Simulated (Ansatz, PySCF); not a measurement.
This PySCF input computes a r2SCAN/def2-TZVPD energy:

```python
from pyscf import gto, scf, dft

mol = gto.M(
    atom='''
    As    0.00045192   -0.00002513    0.03588445
    H    -0.85415354   -1.15899954   -0.38484631
    H    -0.58425653    1.31537723   -0.38651254
    H     1.42349666   -0.15554841   -0.41282789
    ''',
    basis='def2-tzvpd',
    charge=1,
    spin=1,
    verbose=4,
)

mf = dft.UKS(mol, xc='r2scan').density_fit(auxbasis='def2-universal-jkfit')
mf.grids.level = 4
mf.conv_tol = 1e-9
mf.max_cycle = 100
mf.max_memory = 1500
mf.kernel()
if not mf.converged:
    mf = mf.newton()
    mf.kernel(mf.make_rdm1())
for _ in range(2):
    mo, _, stable, _ = mf.stability(return_status=True)
    if stable:
        break
    mf.kernel(mf.make_rdm1(mo, mf.mo_occ))
mf.analyze()
```

Question: Write an input for the same energy in Ansatz (a program for electronic structure) and say what it gives.

Answer: 
Ansatz 0.2 input:
```yaml
crystal:
  periodic: [false, false, false]
  atoms:
    - {symbol: As, position_ang: [0.00045192, -0.00002513, 0.03588445]}
    - {symbol: H, position_ang: [-0.85415354, -1.15899954, -0.38484631]}
    - {symbol: H, position_ang: [-0.58425653, 1.31537723, -0.38651254]}
    - {symbol: H, position_ang: [1.42349666, -0.15554841, -0.41282789]}
basis:
  gaussian:
    orbitals: def2-TZVPD
hamiltonian:
  xc: {name: r2SCAN}
total_charge: 1
magnetization: {spin_polarized: true, initial_magnetization: 1}
output: {forces: true}
```
It gives -2237.29473 Eh, and PySCF -2237.29475 Eh, a difference of 0.02 mEh, from the treatment of integrals and grids.
